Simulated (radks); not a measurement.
Values are calculated unless marked as measured or tabulated.
Problem. Ionisation of the molybdenum ion Mo+, [Kr] 4d5, to Mo2+, [Kr] 4d4, under several functionals. Scalar-relativistic Kohn-Sham, spin-unpolarised, spherical densities, finite nucleus; a radial shooting solver on a logarithmic mesh with Libxc functionals. The NIST Atomic Spectra Database gives 16.2 eV (semi-empirical). Rank these functionals by the error of their Delta-SCF ionisation energy: PBEsol; exchange-only PBE; BP86; r2SCAN; B86b exchange with PBE correlation; OLYP; SOGGA; MS2 meta-GGA; PW91.

Solution. From best to worst: BP86 15.583 eV (-0.577); PW91 15.522 eV (-0.638); B86b exchange with PBE correlation 15.483 eV (-0.677); PBEsol 15.456 eV (-0.704); OLYP 15.351 eV (-0.809); SOGGA 15.347 eV (-0.813); r2SCAN 15.293 eV (-0.867); MS2 meta-GGA 15.291 eV (-0.869); exchange-only PBE 14.556 eV (-1.604). Spin polarisation and multiplet splitting are left out, so open shells lie too high by an amount that depends on their filling.

Beside tabulated values, note that spin-unpolarised runs miss the spin-polarisation part of the exchange energy of open shells.
